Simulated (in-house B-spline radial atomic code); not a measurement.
**Nd IV (Nd3+): [He] 2s2 (2p1/2)1 (2p3/2)4 3s2 3p6 3d10 4s2 4p6 4d10 4f3 5s2 5p6 6s1 (with a hole in an inner shell)**

Method: Dirac-Kohn-Sham relativistic LDA, spherical fractional occupations, Fermi nucleus of rms radius 4.9123 fm. Calculated with a B-spline radial code for spherical atoms.

Effective charges: Z_r = [3n² - l(l+1)]/(2<r>) from the radius, Z_e = n√(-2ε) from the energy, and Slater's rules. Values are occupation-weighted means over j. An effective charge above Z reflects the relativistic contraction of the inner shells.

```
shell  electrons   ε (eV)  <r> (bohr)    Z_r    Z_e  Slater
   1s          2   -43400     0.02371  63.26  56.48   59.70
   2s          2  -7169.5      0.1002  59.86  45.91   56.20
   2p          5  -6407.6     0.08885  56.27  43.40   56.20
   3s          2  -1605.2      0.2638  51.18  32.59   49.60
   3p          6  -1380.5      0.2606  47.97  30.22   49.60
   3d         10  -1058.2      0.2368  44.34  26.46   39.85
   4s          2  -352.68      0.5975  40.17  20.37   33.25
   4p          6   -276.9      0.6283  36.61  18.05   33.25
   4d         10  -165.61      0.6803  30.87  13.96   21.85
   5s          2  -75.125       1.387  27.03  11.75   12.70
   5p          6  -54.879       1.568  23.28  10.04   12.70
   4f          3  -43.145      0.8661  20.78   7.12   14.30
   6s          1  -24.122       3.122  17.30   7.99    5.20
```

The least bound orbital is 6s1/2 at -24.12 eV, and it is also the most diffuse (<r> = 3.122 bohr). The part-filled 2p shell lies below the filled 5p shell in orbital energy.

For the 1s electron the small component carries 4.92 % of the norm, the zero-frequency Breit interaction raises the level by 114.9 eV, self-energy by 71.4 eV, and vacuum polarisation lowers it by 10.96 eV.
